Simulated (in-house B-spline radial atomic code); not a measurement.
**Ionising the nickel ion Ni⁶⁺ with different functionals**

Computed with a B-spline radial code for spherical atoms: non-relativistic Hamiltonian, point nucleus, spin-polarised at highest spin, spherical fractional occupations for the functionals, and exact exchange of hybrids averaged over the configuration. The ionisation energy is the difference of two self-consistent energies, [Ar] 3d4 → [Ar] 3d3, without Breit or QED terms; ε is the level of the shell that loses the electron (its least bound occupied spin orbital).

```csv
method,rung,ΔSCF (eV),-ε(3d) (eV)
PBE0,global hybrid,134.93,125.19
B3LYP,global hybrid,?,?
TPSSh,global hybrid,134.79,122.72
M06-2X,global hybrid,?,?
BHandHLYP,global hybrid,134.87,129.03
r2SCAN0,global hybrid,135.38,125.74
B97-1,global hybrid,134.83,124.45
HSE06,range-separated hybrid,134.85,124.69
wB97X,range-separated hybrid,134.51,127.04
CAM-B3LYP,range-separated hybrid,134.93,126.45
LC-wPBE,range-separated hybrid,134.84,126.92
```

(1) What does B3LYP give?

(2) What does M06-2X give?

(3) Among the functionals, which spreads more, the ΔSCF values or the orbital energies?

(4) How do they compare with the NIST value?

Results:

(1) ΔSCF 134.97 eV, and -ε(3d) = 124.43 eV.

(2) ΔSCF 134.60 eV, and -ε(3d) = 129.36 eV.

(3) The orbital energies: ΔSCF values span about 0.87 eV and the orbital energies 6.64 eV; here energy differences depend much less on the functional than eigenvalues do.

(4) NIST lists 132 eV ± 2 (tabulated theory, ground level to ground level). Errors run from +2.51 to +3.38 eV; all lie within about twice that uncertainty, so the table can't rank the methods.
